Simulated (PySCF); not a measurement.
PW91 on F⁻ (fluorine, charge -1), [Ne], closed-shell 1S. All numbers are calculated (PySCF 2.14, no relativity, point nucleus, in def2-QZVPPD (8s5p4d2f1g, 66 functions)).

```
cycle= 1 E= -99.8491882080027  delta_E= 0.0138  |g|= 0.259  |ddm|= 0.331
cycle= 2 E= -99.7228299130534  delta_E= 0.126  |g|= 0.709  |ddm|= 0.414
cycle= 3 E= -99.8726119111313  delta_E= -0.15  |g|= 0.124  |ddm|= 0.199
cycle= 4 E= -99.8789343698784  delta_E= -0.00632  |g|= 0.00499  |ddm|= 0.076
cycle= 5 E= -99.8789469388294  delta_E= -1.26e-05  |g|= 0.000724  |ddm|= 0.00733
cycle= 6 E= -99.878947257588  delta_E= -3.19e-07  |g|= 0.000177  |ddm|= 0.00101
cycle= 7 E= -99.8789472702346  delta_E= -1.26e-08  |g|= 3.53e-06  |ddm|= 0.000111
cycle= 8 E= -99.8789472702404  delta_E= -5.85e-12  |g|= 7.47e-08  |ddm|= 5.66e-06
converged SCF energy = -99.8789472702404  <S^2> = -3.5527137e-15  2S+1 = 1
```

Highest occupied orbital energy: 1.365 eV; ⟨L²⟩ = 0.00; populations by l: s 4.00, p 6.00, d 0.00, f 0.00.

(1) Can this result be used?

Answers

(1) With care. The calculation finished and met its thresholds. At PW91 the highest occupied level has a positive energy, so only the finite basis holds that electron; in a semilocal or global hybrid functional this comes from self-interaction and does not mean that the real anion is unbound.
